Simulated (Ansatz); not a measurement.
Two isomers of CH6ClFSi2: A = `F[SiH2]C[SiH2]Cl`, B = `C[SiH](F)[SiH2]Cl`.

Isolated molecules relaxed with PBE0-D4/def2-TZVP in Ansatz; ΔE leaves out vibrations. CBS: MP2 limit from def2 TZ/QZ plus the TZ coupled-cluster correction, frozen cores. Functionals use def2-TZVPP. B3LYP here is the variant with VWN-RPA as its local correlation; programs differ in this. One conformer a species, not always the lowest.

A:

```xyz
11

F     0.861    0.928    2.658
Si    1.039    0.190    1.248
C    -0.541    0.337    0.284
Si   -0.545   -0.450   -1.402
Cl   -2.379   -0.172   -2.293
H     1.366   -1.229    1.526
H     2.162    0.849    0.538
H    -0.776    1.401    0.162
H    -1.350   -0.113    0.871
H    -0.312   -1.911   -1.310
H     0.475    0.169   -2.282
```

B:

Z-matrix (Å, degrees):
```
C
Si 1 1.856
H 1 1.093 2 109.7
H 1 1.093 2 110.7 3 -119.5
H 1 1.092 2 111.3 3 119.7
F 2 1.610 1 109.5 3 -179.0
Si 2 2.348 1 111.3 3 -59.1
H 2 1.487 1 110.9 3 62.8
Cl 7 2.071 2 105.5 1 57.9
H 7 1.485 2 113.7 1 175.8
H 7 1.486 2 113.0 1 -59.4
```

(1) Which is lower in electronic energy at CCSD(T)/CBS, and by how much? (Estimate.)

(2) Give E(B) − E(A) in kcal/mol with B3LYP-D4, HF/def2-TZVPP, PBE-D4, B3LYP, r2SCAN-D4, PBE0-D4, CCSD/def2-TZVPP. (Best estimate.)

(3) Does the order hold for the free energy at 298.15 K (harmonic terms from PBE0-D4)? (Estimate.)

Largest T1 diagnostic: 0.011.

Answers

(1) Computed: A, by 4.6 kcal/mol.

(2) Ansatz gave: B3LYP-D4 2.8, HF/def2-TZVPP 5.7, PBE-D4 0.7, B3LYP 2.9, r2SCAN-D4 3.2, PBE0-D4 2.0, CCSD/def2-TZVPP 5.0. None reverses the order clearly.

(3) The calculation gave: Yes: G(B) − G(A) = +5.5 kcal/mol, for one conformer each. Modes under 60 cm⁻¹, often nearly free rotors, make the harmonic entropy too high.

From PBE to PBE0 (25 % exact exchange), in def2-TZVPP and without D4, E(B) − E(A) moves by +1.3 kcal/mol. Leaving LDA and LC-ωPBE aside and taking each functional with its dispersion term where it has one, the values, not all of them listed here, spread over 4.5 kcal/mol, from PBE-D4 to ωB97M-V. LDA lies +1.1 kcal/mol from PBE without D4.
